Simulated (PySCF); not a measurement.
(1E)-1-bromobuta-1,3-diene (C4H5Br), SMILES C=C/C=C/Br.

Coordinates come from a B3LYP-D3(BJ)/def2-SVP optimisation. One conformer was computed; it need not be the lowest.

These are PBE/def2-TZVP run with PySCF values and carry that method's errors.

The molecule is in vacuum.

| Property | Result |
|---|---|
| total energy | -2729.00762 hartree |
| point group | Cs |
| highest occupied level | -5.74 eV |
| lowest empty level | -2.14 eV |
| orbital gap | 3.60 eV |
| dipole moment | 1.31 D |
| quadrupole, principal values (traceless, Buckingham form, about the centre of nuclear charge) | -6.24, 2.26, 3.97 D·Å |
| mean static polarisability | 78.8 bohr³ (11.68 Å³) |
| polarisability, principal values | 42.6, 59.4, 134.6 bohr³ |
